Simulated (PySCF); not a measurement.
**Dipole response of He (helium, neutral)**

1s2, closed-shell 1S. Computed with PySCF 2.14 in aug-cc-pVTZ-DK, with scalar relativity by spin-free X2C-1e. Coupled (time-dependent) response in atomic units; α is the mean over directions.

| method | mean α (bohr³) | C₆ (like pair) | S(−4) |
| --- | --- | --- | --- |
| UHF | 1.316 | 1.377 | 1.294 |
| PBE | 1.538 | 1.710 | 1.822 |
| PBE0 | 1.466 | 1.600 | 1.644 |
| revPBE | 1.522 | 1.685 | 1.786 |

S(−4) is the Cauchy moment in α(ω) = α(0) + S(−4) ω² + …

Reference α: 1.384 bohr³ (recommended; Schwerdtfeger and Nagle, table of static dipole polarizabilities (2023 update)). Published C₆: 1.420 (Chu and Dalgarno (2004); Tang, Norbeck and Certain (1976)).

α(iu) at UHF:

```csv
u (hartree),α(iu) (bohr³)
0,1.316
0.0500,1.313
0.100,1.303
0.200,1.266
0.300,1.210
0.500,1.060
0.750,0.8599
1.00,0.6861
1.50,0.4455
2.00,0.3057
3.00,0.1660
5.00,0.06941
```

A single London oscillator, α(iu) = α/(1 + u²/ω²), gives C₆ = (3/4) ω α². Matching the computed C₆ needs ω = 4 × 1.377 / (3 × 1.316²) = 1.06 hartree.
